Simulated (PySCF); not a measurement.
Molecule: `InChI=1S/C5H6F2O/c1-2-3-4-8-5(6)7/h2-5H,1H2/b4-3-`.

Bonds (- single, = double, # triple, : aromatic): C1=C2, C2-C3, C3=C4, C4-O5, O5-C6, C6-F7, C6-F8. C1 carries H9, H10; C2 carries H11; C3 carries H12; C4 carries H13; C6 carries H14. Stereochemistry as in C=C/C=C\OC(F)F. H10 is cis to C3; H9 is trans to C3.

Frames of a GFN2-xTB Langevin trajectory at 400 K; GIAO PBE0/pcSseg-1 shieldings in PySCF 2.14, gas phase, non-relativistic; equivalent atoms averaged within each frame.

δ = σ(ref) − σ, references computed at the same level: 13C (σref 186.93) and 1H (σref 31.72) vs TMS; H2O for 17O (σref 336.08); 19F (σref 170.95) vs CFCl3. The references are static minima.

How do the shifts (ppm) fluctuate along the trajectory?

Results:


```csv
time (fs),C2,C4,C1,C6,C3,O5,F7/F8,H14,H11,H10
optimised geometry,137.4,145.6,124.2,125.7,120.8,176.2,-93.0,6.50,7.23,5.50
250,143.6,133.5,132.8,123.5,120.4,162.7,-82.8,7.99,7.45,6.44
425,143.0,149.2,130.0,125.7,136.6,173.2,-93.7,6.60,7.38,6.25
625,131.9,142.3,130.9,123.9,121.0,184.9,-91.6,6.63,7.02,6.14
800,136.7,145.9,125.6,132.4,120.4,184.6,-80.4,7.30,7.25,5.85
1000,141.4,142.8,129.0,127.8,122.0,176.2,-83.4,7.46,7.12,4.92
mean of frames,139.3,142.7,129.7,126.7,124.1,176.3,-86.4,7.20,7.24,5.92
standard deviation,5.0,5.9,2.7,3.6,7.0,9.2,5.9,0.59,0.18,0.60
```

5 frames give an uncertainty of the mean of about the standard deviation over 2.2 at best, since frames this close in time may not be independent; classical motion lacks zero-point vibration, and the reference would need the same averaging.
